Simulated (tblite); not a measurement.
C₅H₄N₂S.
SMILES: `[C-]#[N+]c1ncc(C)s1`

Level: GFN2-xTB in tblite, geometry and Hessian alike; calculated harmonic values, unscaled, isolated species. Against measured fundamentals such values can be off by several per cent, at times by over 20.

Harmonic wavenumbers (cm⁻¹): 84.0, 107.7, 143.8, 238.9, 285.7, 391.0, 426.4, 463.5, 507.2, 583.1, 642.4, 698.4, 738.9, 818.3, 995.6, 1029.9, 1066.4, 1164.3, 1191.3, 1320.6, 1400.2, 1460.0, 1461.3, 1506.5, 1558.3, 2177.5, 3003.1, 3017.3, 3047.3, 3142.2.

A = 5098, B = 1268, C = 1022 MHz; mass 124.010 u (most abundant isotopes); point group Cs, symmetry number 1.

Task: What is the zero-point energy?

Result: Half the sum of the wavenumbers: 17336 cm⁻¹ = 207.38 kJ/mol.

Task: Give the ideal-gas entropy at 298.15 K and 1 bar in the rigid-rotor, harmonic-oscillator model (classical rotation).

Result: Translation 168.97, rotation 118.31, vibration 77.36: S = 364.6 J/(mol K).

Task: And Cp and H(298.15 K) − H(0)?

Result: Cp = 121.19 J/(mol K), of which vibrations give 87.93 (their classical limit is 30 R = 249.4); H(298.15 K) − H(0) = 22.83 kJ/mol without the zero-point energy, 12.92 from vibrations.

Task: How do the functions run with temperature in this model?

Result: 
```csv
T (K),S (J/(mol K)),Cp (J/(mol K)),H − H(0) (kJ/mol),G − H(0) (kJ/mol),ln q(vib)
50,233.0,45.4,1.85,-9.80,0.16
100,269.7,61.8,4.54,-22.42,0.79
373.15,394.0,140.3,32.65,-114.35,5.41
500,438.9,167.2,52.23,-167.23,7.60
750,514.2,203.5,98.95,-286.70,11.73
1000,576.1,226.1,152.86,-423.22,15.51
```

q(vib) and H(0) count from the zero-point level.

Task: Blend soft modes into free rotors: weight 1/[1 + (100 cm⁻¹/ν̃)⁴] for the oscillator and the rest for a rotor with moment μB/(μ + B), μ = h/(8π²ν), B = 10⁻⁴⁴ kg m². What vibrational entropy results?

Result: 74.14 J/(mol K) in place of 77.36, which changes −T·S at 298.15 K by +0.96 kJ/mol.

Task: What must be added to the electronic energy to get the Gibbs energy at 298.15 K and 1 bar?

Result: ZPE + [H(298.15 K) − H(0)] − T·S = 207.38 + 22.83 − 108.72 = 121.49 kJ/mol.

Hindered rotation and anharmonicity are outside this model.
